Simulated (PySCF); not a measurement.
Basis-set dependence of excited states

Cycloheptatriene, C7H8.
SMILES: `C1=CC=CCC=C1`

TDDFT with PBE0 (PySCF), vertical singlets, core orbitals frozen in the response, spherical d and f functions. Isolated species at its PBE0-D3(BJ)/def2-SVP geometry (one conformer only).

Task: Compare 6-31G*, def2-SVP, 6-31+G*, def2-SVPD, aug-cc-pVDZ and def2-TZVP for this molecule.

Result: 

```
      basis  functions  diffuse  S1 (eV)  S2 (eV)  S3 (eV)  S4 (eV)  S5 (eV)  LUMO (eV)  α (au)
     6-31G*        114       no     4.70     5.16     6.69     6.70     7.10      -0.60    68.1
   def2-SVP        138       no     4.64     5.11     6.58     6.62     6.93      -0.90    71.7
    6-31+G*        142      yes     4.56     5.04     5.70     6.14     6.20      -0.97    80.5
  def2-SVPD        204      yes     4.56     5.04     6.19     6.39     6.51      -1.05    81.8
aug-cc-pVDZ        233      yes     4.52     5.00     5.41     5.87     5.90      -1.05    84.5
  def2-TZVP        265       no     4.55     5.03     6.40     6.50     6.57      -1.01    80.3
```

States are compared by their number. Against the largest diffuse basis here (aug-cc-pVDZ, itself not a converged limit), sets without diffuse functions differ by up to 0.18 eV in S1 and 1.20 eV in S5; the smaller diffuse sets differ by up to 0.04 and 0.61 eV. State by state, the largest deviation of a set without diffuse functions is S1 0.18, S2 0.16, S3 1.28, S4 0.83, S5 1.20 eV. The same number needn't mean the same state in each row. Against aug-cc-pVDZ the polarisability deviates by -19% in 6-31G*, -15% in def2-SVP, -5% in 6-31+G*, -3% in def2-SVPD, -5% in def2-TZVP. A single + in a Pople set puts diffuse functions on heavy atoms only.
